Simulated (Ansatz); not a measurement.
Mulliken charges of GaH5SeSi, SMILES `[SiH3][Se][GaH2]` from r2SCAN/def2-TZVPP in Ansatz (PBE0-D4/def2-TZVP geometry).

```
atom   x (Å)   y (Å)   z (Å)  charge (e)
 Si1  -0.807   1.060  -0.642       0.262
 Se2   1.420   0.630  -0.397      -0.258
 Ga3   1.137  -1.337   0.809       0.257
  H4  -1.483  -0.036  -1.382      -0.056
  H5  -0.920   2.322  -1.415      -0.060
  H6  -1.465   1.228   0.678      -0.056
  H7   2.445  -2.066   1.245      -0.038
  H8  -0.327  -1.800   1.104      -0.052
```

Problem. By hand: the dipole of these point charges (1 e Å = 4.8032 D).

Solution. Σ q r = (-0.141, -0.262, 0.162) e Å, of length 0.339 e Å = 1.63 D.

Problem. How does the dipole of the full density compare? (An estimate is asked.)

Solution. The calculation gave: (-0.125, -0.127, 0.079) e Å, 0.94 D; the point charges give 1.73 times that, at 15° from its direction.

Point charges leave out the atoms' own dipoles, such as those of lone pairs, and Mulliken's split depends on the basis, so the two needn't agree.
